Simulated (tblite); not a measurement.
Parent: `[CH3:1][C:2]1=[C:3]([F:4])[P@@:5]1(=[O:6])[CH:7]1[CH2:8][CH2:9][CH2:10]1` with C3–P5–C7–C8 -82°, C2–C3–P5–O6 107°, P5–C7–C8–C9 104°, C7–C8–C9–C10 12°, C8–C9–C10–C7 -12°, C7H10FOP.

The geometries are computed with GFN2-xTB (gas phase). One conformer each, not checked by frequencies here.

| coordinate of the parent | value |
| --- | --- |
| C1–C2 | 1.474 Å |
| C2=C3 | 1.342 Å |
| C3–F4 | 1.334 Å |
| C3–P5 | 1.802 Å |
| P5=O6 | 1.464 Å |
| P5–C7 | 1.833 Å |
| C7–C8 | 1.539 Å |
| C8–C9 | 1.535 Å |
| C9–C10 | 1.535 Å |
| C2–P5 | 1.826 Å |
| C7–C10 | 1.527 Å |
| C1–C2–C3 | 141.2° |
| C1–C2–P5 | 151.3° |
| C3–C2–P5 | 67.3° |
| C2–C3–F4 | 135.6° |
| C2–C3–P5 | 69.3° |
| F4–C3–P5 | 154.8° |
| C3–P5–O6 | 124.5° |
| C3–P5–C7 | 113.5° |
| O6–P5–C7 | 115.3° |
| C2–P5–C3 | 43.4° |
| C2–P5–O6 | 125.2° |
| C2–P5–C7 | 115.8° |
| P5–C7–C8 | 108.9° |
| P5–C7–C10 | 115.0° |
| C8–C7–C10 | 89.9° |
| C7–C8–C9 | 88.7° |

Problem. How does the shared frame change in `[CH2:1]=[CH:2][CH2:3][P@:4]1(=[O:5])[C:6]([CH3:7])=[C:8]1[F:9]` with C1–C2–C3–P4 -104°, C2–C3–P4–O5 -177°, C6H8FOP? Atoms pair as C1 = C7, C2 = C6, C3 = C8, F4 = F9, P5 = P4, O6 = O5 (parent first).

Solution. 
```
  parent  relative  value in the relative  change
   C1–C2     C7–C6                1.473 Å  -0.001
   C2=C3     C6=C8                1.342 Å   0.000
   C3–F4     C8–F9                1.332 Å  -0.002
   C3–P5     C8–P4                1.800 Å  -0.002
   P5=O6     P4=O5                1.464 Å   0.000
   C2–P5     C6–P4                1.822 Å  -0.004
C1–C2–C3  C7–C6–C8                 141.3°    +0.1
C1–C2–P5  C7–C6–P4                 151.2°    -0.1
C3–C2–P5  C8–C6–P4                  67.4°    +0.1
C2–C3–F4  C6–C8–F9                 136.0°    +0.4
C2–C3–P5  C6–C8–P4                  69.1°    -0.2
F4–C3–P5  F9–C8–P4                 154.7°    -0.1
C3–P5–O6  C8–P4–O5                 125.4°    +0.9
C2–P5–C3  C6–P4–C8                  43.5°    +0.1
C2–P5–O6  C6–P4–O5                 125.9°    +0.7
```

Of the parent's bonds, C2–P5 changes most (-0.004 Å). Bonds of the relative outside the shared frame: C1=C2 1.320, C2–C3 1.485, C3–P4 1.841 Å. Point group C1 → C1.

Problem. How does the shared frame change in `[CH3:1][C:2](=[O:3])[P@:4]1(=[O:5])[C:6]([CH3:7])=[C:8]1[F:9]` with C1–C2–P4–O5 -2°, C5H6FO2P? Atoms pair as C1 = C7, C2 = C6, C3 = C8, F4 = F9, P5 = P4, O6 = O5 (parent first).

Solution. 
| parent | relative | value in the relative | change |
| --- | --- | --- | --- |
| C1–C2 | C7–C6 | 1.471 Å | -0.003 |
| C2=C3 | C6=C8 | 1.335 Å | -0.007 |
| C3–F4 | C8–F9 | 1.325 Å | -0.009 |
| C3–P5 | C8–P4 | 1.808 Å | +0.006 |
| P5=O6 | P4=O5 | 1.468 Å | +0.004 |
| C2–P5 | C6–P4 | 1.833 Å | +0.007 |
| C1–C2–C3 | C7–C6–C8 | 142.8° | +1.6 |
| C1–C2–P5 | C7–C6–P4 | 149.6° | -1.7 |
| C3–C2–P5 | C8–C6–P4 | 67.5° | +0.2 |
| C2–C3–F4 | C6–C8–F9 | 137.8° | +2.2 |
| C2–C3–P5 | C6–C8–P4 | 69.5° | +0.2 |
| F4–C3–P5 | F9–C8–P4 | 152.5° | -2.3 |
| C3–P5–O6 | C8–P4–O5 | 125.6° | +1.1 |
| C2–P5–C3 | C6–P4–C8 | 43.0° | -0.4 |
| C2–P5–O6 | C6–P4–O5 | 126.3° | +1.1 |

Of the parent's bonds, C3–F4 changes most (-0.009 Å). Bonds of the relative outside the shared frame: C1–C2 1.481, C2=O3 1.191, C2–P4 1.881 Å. Point group C1 → C1.

Problem. How does the shared frame change in `[CH3:1][C:2]1=[C:3]([F:4])[P@@:5]1(=[O:6])[CH:7]1[CH2:8][CH2:9]1` with C3–P5–C7–C8 -122°, C6H8FOP? Atoms pair as C1 = C1, C2 = C2, C3 = C3, F4 = F4, P5 = P5, O6 = O6, C7 = C7 (parent first).

Solution. 
| parent | relative | value in the relative | change |
| --- | --- | --- | --- |
| C1–C2 | C1–C2 | 1.475 Å | +0.001 |
| C2=C3 | C2=C3 | 1.342 Å | 0.000 |
| C3–F4 | C3–F4 | 1.333 Å | -0.001 |
| C3–P5 | C3–P5 | 1.801 Å | -0.001 |
| P5=O6 | P5=O6 | 1.464 Å | 0.000 |
| P5–C7 | P5–C7 | 1.810 Å | -0.023 |
| C2–P5 | C2–P5 | 1.823 Å | -0.003 |
| C1–C2–C3 | C1–C2–C3 | 140.9° | -0.3 |
| C1–C2–P5 | C1–C2–P5 | 151.6° | +0.3 |
| C3–C2–P5 | C3–C2–P5 | 67.4° | +0.1 |
| C2–C3–F4 | C2–C3–F4 | 135.7° | +0.1 |
| C2–C3–P5 | C2–C3–P5 | 69.2° | -0.1 |
| F4–C3–P5 | F4–C3–P5 | 154.9° | +0.1 |
| C3–P5–O6 | C3–P5–O6 | 125.2° | +0.7 |
| C3–P5–C7 | C3–P5–C7 | 112.6° | -0.9 |
| O6–P5–C7 | O6–P5–C7 | 116.1° | +0.8 |
| C2–P5–C3 | C2–P5–C3 | 43.5° | +0.1 |
| C2–P5–O6 | C2–P5–O6 | 125.6° | +0.4 |
| C2–P5–C7 | C2–P5–C7 | 114.1° | -1.7 |

Of the parent's bonds, P5–C7 changes most (-0.023 Å). Bonds of the relative outside the shared frame: C7–C8 1.503, C8–C9 1.487, C7–C9 1.503 Å. Point group C1 → C1.
